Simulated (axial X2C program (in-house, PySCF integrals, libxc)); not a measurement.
**Low determinants of AgB at the PBE0 level, 2c**

All values were computed with an in-house all-electron X2C program for linear molecules (integrals from PySCF). Two-component (2c) means X2C with spin–orbit coupling and atomic mean-field two-electron Coulomb and Gaunt terms. Basis: Ag dyall-cv3z [12s12p8d5f3g], B dyall-v3z [7s6p2d1f] (cores contracted in-house); Gaussian nuclei, density fitting, unrestricted open shells. Masses: Ag 106.905 u, B 11.009 u.

Search at 2.130 Å (vertical energies from the lowest determinant):

| ΔE (eV) | state | electrons beyond evenly filled partner blocks | electrons in ±ω = 1/2, 3/2, 5/2, 7/2 |
| --- | --- | --- | --- |
| 0.00 | Ω = 0 | none | 34 14 4 0 |
| 0.55 | Ω = 2 | ω = 1/2, ω = 3/2 | 33 15 4 0 |
| 0.80 | Ω = 1 | 2 × ω = 1/2 | 34 14 4 0 |
| 0.84 | Ω = 1 | ω = -1/2, ω = 3/2 | 33 15 4 0 |
| 3.04 | Ω = 0 | none | 32 16 4 0 |
| 5.43 | Ω = 2 | ω = -1/2, ω = 5/2 | 35 14 3 0 |
| 5.45 | Ω = 3 | ω = 1/2, ω = 5/2 | 35 14 3 0 |

Lowest determinant, Ω = 0 (closed shell): Re = 2.086 Å, ωe = 449.3 cm⁻¹.

The determinant in row 2 of the search, Ω = 2 (⟨Sz⟩ = 1.00, ⟨Lz⟩ = 1.00 at PBE0), was followed along the bond at PBE0; measured from the minimum of the lowest determinant it gives:

Te = 0.539 eV (4350 cm⁻¹), Re = 2.059 Å, ωe = 464.8 cm⁻¹.

Question: Compare the bond of the determinant in row 2 with that of the lowest one.

Answer: At PBE0 its Re is 0.027 Å shorter and its force constant, which goes as ωe², is 1.07 times that of the lowest determinant. T0 ≈ Te + Δωe/2 = 4350 + (8) = 4358 cm⁻¹.

The search compares states at one distance, so a state with another bond length can lie lower; it is not exhaustive and yields mostly the lowest determinant of each block pattern, so other components and higher states of one pattern are missing. These are energies of single determinants, not of spin-adapted states; PBE0 term energies can be off by some tenths of an eV, and the functional has no current term. Open-shell Ω = 0 determinants with evenly filled partner blocks cannot be reached by this program, so the Ω shown need not be the lowest component.
